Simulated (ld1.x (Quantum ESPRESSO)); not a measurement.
**caesium (Cs), ultrasoft: configuration errors across variants**

```
Element                 : Cs
Generator               : ld1.x (Quantum ESPRESSO) 7.5
Type                    : ultrasoft
Functional              : PBE
Relativity              : scalar-relativistic
Frozen core             : [Kr] 4d10
Valence charge          : 9
Reference configuration : 5s2 5p6 5d0 6s0 6p0 (charge +1)
Partial waves           : 5s (bound): rcut 2.70, rcutus 3.50 bohr; 6s (bound, empty): rcut 2.70, rcutus 3.50 bohr; 5p (bound): rcut 2.65, rcutus 3.00 bohr; 6p (bound, empty): rcut 2.65, rcutus 3.00 bohr; 5d (bound, empty): rcut 2.55, rcutus 3.20 bohr; 5d channel at 1.9 Ry: rcut 2.55, rcutus 3.20 bohr
Local potential         : all-electron potential smoothed inside 2.45 bohr (lloc = -1)
Core correction         : a·sin(br)/r model core inside 1.45 bohr
Augmentation charge     : PSQ, inside the norm-conserving radii
```

All-electron excitation energies from the reference (eV): (1) 5s2 5p6 5d0 6s1 6p0 -3.864; (2) 5s2 5p6 5d0 6s0.5 6p0 -2.393; (3) 5s2 5p6 5d0 6s0 6p1 -2.493.

The overlap operator is not positive definite (basis up to 400 Ry) in “waves 5s (bound): rcut 2.70, rcutus 4.00 bohr; 6s (bound): rcut 2.70, rcutus 4.00 bohr”, “waves 5s (bound): rcut 2.70, rcutus 4.34 bohr; 6s (bound): rcut 2.70, rcutus 4.34 bohr”, “waves 5s (bound): rcut 2.70, rcutus 4.60 bohr; 6s (bound): rcut 2.70, rcutus 4.60 bohr”, “waves 5s (bound): rcut 2.70, rcutus 4.96 bohr; 6s (bound): rcut 2.70, rcutus 4.96 bohr”, “waves 5s (bound): rcut 2.70, rcutus 5.22 bohr; 6s (bound): rcut 2.70, rcutus 5.22 bohr”. Such files are unfit for use, however small their errors in these radial tests.

2 further variants failed, have other tests or too few solved ones, and are left out.

Errors AE − PS in meV (a dash: test not solved or not reliable):

```tsv
change	(1)	(2)	(3)	bound ghosts
base	-1.2	-0.4	+0.2	none
waves 5s (bound): rcut 2.70, rcutus 2.88 bohr; 6s (bound): rcut 2.70, rcutus 2.88 bohr	-4.0	-1.7	+0.2	none
waves 5s (bound): rcut 2.70, rcutus 3.58 bohr; 6s (bound): rcut 2.70, rcutus 3.58 bohr	-1.0	-0.4	+0.2	none
waves 5s (bound): rcut 2.70, rcutus 4.00 bohr; 6s (bound): rcut 2.70, rcutus 4.00 bohr	–	–	–	not determined (overlap not positive)
waves 5s (bound): rcut 2.70, rcutus 4.34 bohr; 6s (bound): rcut 2.70, rcutus 4.34 bohr	–	–	–	not determined (overlap not positive)
waves 5s (bound): rcut 2.70, rcutus 4.60 bohr; 6s (bound): rcut 2.70, rcutus 4.60 bohr	–	–	–	not determined (overlap not positive)
waves 5s (bound): rcut 2.70, rcutus 4.96 bohr; 6s (bound): rcut 2.70, rcutus 4.96 bohr	–	–	–	not determined (overlap not positive)
waves 5s (bound): rcut 2.70, rcutus 5.22 bohr; 6s (bound): rcut 2.70, rcutus 5.22 bohr	–	–	–	not determined (overlap not positive)
```

Task: Give the same row for: waves 5s (bound): rcut 2.70, rcutus 3.26 bohr; 6s (bound): rcut 2.70, rcutus 3.26 bohr.

Result: -1.1, -0.4, +0.2; bound ghosts: none.
